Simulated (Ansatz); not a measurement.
Reaction (formal exchange of groups at a B–C bond): `B[C@@H](F)[C@H](O)F` + `C[SiH2]O` → `BC[SiH2]O` + `OC(F)CF`

Program: Ansatz. Geometries: PBE0-D4/def2-TZVP. ΔE: electronic, gas phase. CCSD(T)/CBS adds triple-zeta CCSD(T) − MP2 to the extrapolated MP2 energy (def2 sets, frozen cores). This one scheme is used for every species. One conformer a species, not always the lowest.

`B[C@@H](F)[C@H](O)F`:

```xyz
11

B     0.821   -0.721   -1.210
C    -0.114   -0.772    0.041
F     0.262   -1.717    0.987
C    -0.268    0.558    0.754
O    -0.978    1.410   -0.049
F     0.993    1.083    1.006
H     1.667   -1.547   -1.359
H     0.627    0.123   -2.028
H    -1.118   -1.047   -0.323
H    -0.724    0.412    1.741
H    -1.167    2.217    0.438
```

`C[SiH2]O`:

Cartesian coordinates in Å:
```
C 0.393 -0.076 -1.103
Si 0.116 -0.145 0.738
O -1.018 0.940 1.252
H 1.181 -0.776 -1.393
H 0.696 0.926 -1.415
H -0.512 -0.347 -1.654
H 1.355 0.222 1.466
H -0.284 -1.533 1.115
H -1.927 0.790 0.994
```

`BC[SiH2]O`:

```xyz
11

B     1.594    0.811   -0.446
C     0.185    0.298   -0.763
Si   -0.553   -0.572    0.740
O    -2.021   -1.228    0.376
H     2.552    0.111   -0.612
H     1.759    1.899    0.030
H     0.153   -0.472   -1.542
H    -0.534    1.096   -0.984
H     0.288   -1.718    1.153
H    -0.677    0.405    1.855
H    -2.746   -0.630    0.193
```

`OC(F)CF`:

```xyz
9

O    -0.116    1.356   -0.786
C     0.475    0.505    0.104
F     1.692    0.064   -0.389
C    -0.379   -0.706    0.407
F    -0.831   -1.244   -0.782
H    -0.479    0.828   -1.508
H     0.685    1.069    1.018
H    -1.248   -0.408    1.000
H     0.201   -1.465    0.936
```

```json
{"species": "`B[C@@H](F)[C@H](O)F`", "CCSD(T)/CBS(def2) energy (Eh)": "-378.62791"}
{"species": "`C[SiH2]O`", "CCSD(T)/CBS(def2) energy (Eh)": "-405.96945"}
{"species": "`BC[SiH2]O`", "CCSD(T)/CBS(def2) energy (Eh)": "-431.34785"}
{"species": "`OC(F)CF`", "CCSD(T)/CBS(def2) energy (Eh)": "-353.25935"}
```

Task: Work out ΔE.

Result: ΔE = (-431.34785) + (-353.25935) − (-378.62791) − (-405.96945) = -0.00984 Eh = -25.8 kJ/mol.

Largest T1 diagnostic among the species: 0.012.

In def2-TZVPP, CCSD(T) changes the Hartree–Fock value by −5.6 kJ/mol (the triples alone add −1.3 kJ/mol) and MP2 by −7.4 kJ/mol.
